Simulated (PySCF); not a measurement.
F2H5NOSi2, SMILES N[SiH2]O[SiH](F)F. Atoms are numbered in the order given.

```xyz
11

Si     1.0963    -0.7306     0.3137
F      2.3806    -0.4744    -0.6220
F      0.1678    -1.7910    -0.4781
O      0.2620     0.6457     0.5245
Si    -1.1421     1.3861    -0.0548
N     -2.5648     0.4457     0.1051
H      1.5400    -1.3168     1.5855
H     -0.9270     1.6530    -1.5014
H     -1.2931     2.6173     0.7578
H     -3.0237     0.3260     1.0024
H     -2.7326    -0.3520    -0.5006
```

Geometry optimised at r2SCAN-D4/def2-SVP. This is a generated structure with no PubChem entry under its InChIKey; it may be hypothetical. The values are those of a single conformer.

All values below come from r2SCAN-D4/def2-SVP run with PySCF.

Frequencies are harmonic and unscaled.

Computed harmonic wavenumbers and intensities:
| mode | ν (cm⁻¹) | IR (km/mol) | moving atoms (share of kinetic energy) |
|---|---|---|---|
| 1 | 28 | 1.0 | F 49 %, N 21 %, H 12 %, O 11 % |
| 2 | 34 | 1.3 | N 37 %, F 25 %, H 20 %, O 13 % |
| 3 | 66 | 1.6 | F 27 %, O 26 %, Si 24 %, H 20 % |
| 4 | 222 | 0.5 | F 41 %, Si 25 %, N 22 %, H 11 % |
| 5 | 262 | 18.9 | H 93 % |
| 6 | 293 | 13.1 | F 68 %, O 14 %, Si 12 % |
| 7 | 339 | 129.2 | H 51 %, O 26 %, Si 11 %, F 11 % |
| 8 | 406 | 206.1 | H 26 %, N 23 %, O 20 %, Si 16 %, F 15 % |
| 9 | 419 | 7.5 | Si 30 %, O 26 %, F 25 %, H 12 % |
| 10 | 553 | 32.1 | H 82 %, Si 15 % |
| 11 | 611 | 17.4 | Si 54 %, O 22 %, H 17 % |
| 12 | 807 | 30.5 | H 89 % |
| 13 | 824 | 47.3 | H 64 %, F 29 % |
| 14 | 845 | 45.9 | H 70 %, F 25 % |
| 15 | 864 | 36.0 | N 42 %, H 32 %, Si 21 % |
| 16 | 893 | 70.5 | H 64 %, Si 15 %, F 11 %, N 9 % |
| 17 | 902 | 229.8 | H 68 %, Si 13 %, N 10 % |
| 18 | 940 | 126.5 | H 83 %, Si 12 % |
| 19 | 955 | 162.6 | H 49 %, Si 31 %, F 9 % |
| 20 | 973 | 376.7 | Si 47 %, F 35 %, H 16 % |
| 21 | 1100 | 481.5 | O 69 %, Si 24 % |
| 22 | 1545 | 48.1 | H 89 %, N 11 % |
| 23 | 2257 | 115.2 | H 97 % |
| 24 | 2279 | 129.4 | H 96 % |
| 25 | 2352 | 110.0 | H 97 % |
| 26 | 3583 | 35.7 | H 96 % |
| 27 | 3682 | 44.4 | H 91 %, N 9 % |
